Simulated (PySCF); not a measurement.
C4H6ClF, SMILES C(/C)(=C(/C)F)Cl.

Geometry optimised at PBE-D3(BJ)/def2-SVP.

Method: PySCF with PBE/def2-TZVP.

Symmetry labels are those of the subgroup Cs that the program uses (full group Cs).

Computed valence orbital energies around the gap with their symmetry:
| orbital | symmetry | energy (eV) |
|---|---|---|
| HOMO−7 | A' | -10.32 |
| HOMO−6 | A' | -9.92 |
| HOMO−5 | A" | -9.89 |
| HOMO−4 | A' | -9.69 |
| HOMO−3 | A' | -8.72 |
| HOMO−2 | A" | -8.13 |
| HOMO−1 | A' | -7.28 |
| HOMO | A" | -5.60 |
| LUMO | A" | -0.74 |
| LUMO+1 | A' | -0.30 |
| LUMO+2 | A' | 0.30 |
| LUMO+3 | A' | 1.15 |
